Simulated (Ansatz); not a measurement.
Species: C₅H₉O (charge 0, doublet). It need not be the lowest isomer of its formula. 
Structure (B3LYP-D3(BJ)/def2-TZVP (Ansatz, a quantum-chemistry and plane-wave program) minimum search):
SMILES: CC[CH]CC=O
```xyz
15

C     -2.2653     0.0916     0.1462
C     -1.2001    -0.4463    -0.8210
C     -0.0577     0.4877    -1.0090
C      1.3409     0.1067    -0.7022
C      1.6649    -0.1239     0.7658
O      0.8832    -0.0576     1.6756
H     -1.8331     0.2515     1.1335
H     -3.0970    -0.6101     0.2366
H     -2.6659     1.0431    -0.2098
H     -0.8348    -1.4112    -0.4590
H     -1.6807    -0.6452    -1.7899
H     -0.2698     1.5138    -1.2839
H      1.6263    -0.8364    -1.1982
H      2.0628     0.8463    -1.0666
H      2.7297    -0.3861     0.9528
```
Charge 0, spin multiplicity 2.

Parts of the frozen-core correlation energy in cc-pwCVTZ (Ansatz, hartree). Frozen orbitals: 6; correlated occupied orbitals by spin: 18 and 17; virtual: 360 and 361. Open shells are spin-unrestricted. No spin-orbit coupling. No relativistic terms.

```
term                            value
-------------------------  ----------
reference (HF)             -269.48986
MP2 opposite-spin                   ?
MP2 same-spin                -0.24980
CCSD correlation                    ?
(T)                                 ?
T1 diagnostic                   0.014
largest doubles amplitude       0.032
<S^2> of the reference          0.766
```

**Question.** Fill in the missing entries.

**Answer.** 
- MP2 opposite-spin, value: -0.81651
- CCSD correlation, value: -1.11554
- (T), value: -0.04690
